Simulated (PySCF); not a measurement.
## Computed data sheet: `O=C1CC[C@@H](F)C1`

Compound: C₅H₇FO.
Z-matrix (Å and degrees, GFN2-xTB geometry), rows numbered from 1:
```
O 
C   1  1.1991
C   2  1.5136  1  126.24
C   3  1.5262  2  105.48  1  -165.18
C   4  1.5300  3  104.24  2   -29.80
F   5  1.3833  4  109.35  3   -83.77
C   2  1.5196  1  125.54  3   179.83
H   3  1.0929  2  106.96  1    76.88
H   3  1.0885  2  111.52  1   -40.88
H   4  1.0886  3  112.84  2  -150.18
H   4  1.0900  3  110.79  2    87.51
H   5  1.0948  4  113.55  3   158.76
H   7  1.0902  2  110.64  1   -52.55
H   7  1.0905  2  109.05  1    66.10
```

Structural features include: ketone and C–F bond.

From GFN2-xTB geometry:

- Point group of the GFN2-xTB geometry: C1
- Rotational constants A, B, C of the GFN2-xTB geometry: 4.831, 2.177, 1.808 GHz

**PBE0/def2-SVPD ground state and vertical TDDFT (core frozen in the response) (PySCF)**

- Dipole moment: 3.05 D
- HOMO energy: -7.36 eV
- LUMO energy: -0.82 eV
- HOMO–LUMO gap: 6.54 eV
- Lowest singlet excitation: 4.30 eV (288 nm, f = 0.000)
- Strongest line among the 6 lowest singlet transitions: S3 at 7.52 eV (165 nm, f = 0.016)
- Lowest triplet excitation (Tamm–Dancoff): 3.74 eV
- Static isotropic polarisability: 59.1 au
- Electronic spatial extent ⟨r²⟩ about the centre of nuclear charge: 700 bohr²

PBE0/pcSseg-1 ground state and GIAO shieldings, non-relativistic (PySCF):

- Lowest Hirshfeld atomic charge: -0.24 e on O1
- Highest Hirshfeld atomic charge: +0.17 e on C2
- 13C chemical shifts (computed TMS as zero) by class: 220.3 (C2), 95.1 (C5), 47.8 (C7), 38.0 (C3), 33.9 (C4) ppm
- 1H chemical shifts (computed TMS as zero) by class: 5.51 (H12), 2.63 (H13), 2.61 (H8), 2.48 (H10), 2.30 (H14), 2.18 (H9), 1.86 (H11) ppm
- Isotropic shieldings of nuclei other than C and H, by class: -334 (O1), 374 (F6) ppm
- Mayer bond orders between heavy atoms: O1–C2 2.04, C2–C3 0.98, C3–C4 1.01, C4–C5 1.00, C5–F6 0.87, C5–C7 0.99, C7–C2 0.96

Monoisotopic mass (most abundant isotopes): 102.0481 u.

The principal polarisabilities are 50.2, 60.8 and 66.3 au; their mean is the isotropic value. The 6 singlets span 4.30 to 7.81 eV, and their oscillator strengths add up to 0.05. The polarisability is 8.76 Å³ as a volume (1 au = 0.148185 Å³), or 1.09 au for each of the 54 electrons. The largest Löwdin shares of the LUMO are 0.37 on C2, 0.29 on O1, 0.09 on C7 and 0.09 on C3. S1 lies 2.24 eV below the HOMO–LUMO gap; its leading configuration is HOMO→LUMO, weight 0.98. No computed singlet falls in the visible range (750 to 380 nm, 1.65 to 3.26 eV); S1 lies 1.04 eV above its blue end. The vertical singlet–triplet gap S1 − T1 is 0.56 eV (TDDFT singlet less Tamm–Dancoff triplet; S1: HOMO→LUMO, weight 0.98; T1: HOMO→LUMO, weight 0.97).

The structure is a single GFN2-xTB conformer in the gas phase; no vibrational or solvent corrections.

For the NMR shielding job (PBE0/pcSseg-1), the run took 18 s of wall time on one thread, AMD EPYC 7R43 (x86_64), shared host with 256 logical CPUs at a one-minute load of 78, and the process peaked at 0.75 GiB of memory.
